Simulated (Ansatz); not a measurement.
Computed with Ansatz on PBE0-D4/def2-TZVP structures; ΔE is electronic, products minus reactants. CCSD(T)/CBS is the MP2 limit (def2-TZVPP, def2-QZVPP) plus CCSD(T) − MP2 in def2-TZVPP, frozen cores. Each species was taken in one conformer, which may not be the lowest.

Consider the ligand exchange at the Si–N bond: `O[SiH2]N[Si](O)(F)F` + `O[SiH2]S` → `O[SiH2]O[SiH2]S` + `N[Si](O)(F)F`.

`O[SiH2]N[Si](O)(F)F`:

Cartesian coordinates in Å:
```
O -1.078 1.205 1.252
Si -1.144 1.228 -0.380
N 0.002 0.070 -0.988
Si 0.817 -1.152 -0.169
O 1.222 -0.616 1.315
F -0.001 -2.496 0.021
F 2.091 -1.566 -1.011
H -0.227 0.974 1.639
H -2.542 0.899 -0.747
H -0.783 2.541 -0.977
H 0.272 0.184 -1.956
H 1.371 -1.271 2.001
```

`O[SiH2]S`:

```xyz
7

O    -0.057    0.276   -1.476
Si    0.538    0.028    0.034
S    -0.931   -0.642    1.427
H    -0.563   -0.438   -1.870
H     1.555   -1.052    0.077
H     1.107    1.335    0.427
H    -1.649    0.493    1.382
```

`O[SiH2]O[SiH2]S`:

Z-matrix (Å, degrees):
```
Si
O 1 1.643
O 1 1.636 2 111.6
H 1 1.475 2 108.1 3 116.7
H 1 1.485 2 107.5 3 -122.1
Si 2 1.629 1 139.3 3 52.1
H 3 0.961 1 116.3 2 -59.0
S 6 2.143 2 112.1 1 -28.4
H 6 1.481 2 110.8 1 87.3
H 6 1.479 2 108.0 1 -149.7
H 8 1.344 6 94.4 2 -73.1
```

`N[Si](O)(F)F`:

Cartesian coordinates in Å:
```
N -0.288 -0.818 -0.826
Si -0.147 0.483 0.237
O 1.283 0.508 0.994
F -0.258 1.915 -0.423
F -1.371 0.370 1.236
H 0.403 -0.987 -1.538
H -1.194 -1.165 -1.092
H 1.572 -0.305 1.411
```

```tsv
species	HF/def2-QZVPP energy (Eh)
`O[SiH2]N[Si](O)(F)F`	-984.41682
`O[SiH2]S`	-763.82038
`O[SiH2]O[SiH2]S`	-1128.95023
`N[Si](O)(F)F`	-619.31228
```

(1) Work out ΔE.

Largest T1 diagnostic among the species: 0.012.

## Answers

(1) ΔE = (-1128.95023) + (-619.31228) − (-984.41682) − (-763.82038) = -0.02531 Eh = -66.5 kJ/mol. CCSD(T)/CBS gives -56.1 kJ/mol.

In def2-TZVPP, CCSD(T) changes the Hartree–Fock value by +10.2 kJ/mol (the triples alone add +1.4 kJ/mol) and MP2 by +9.8 kJ/mol.
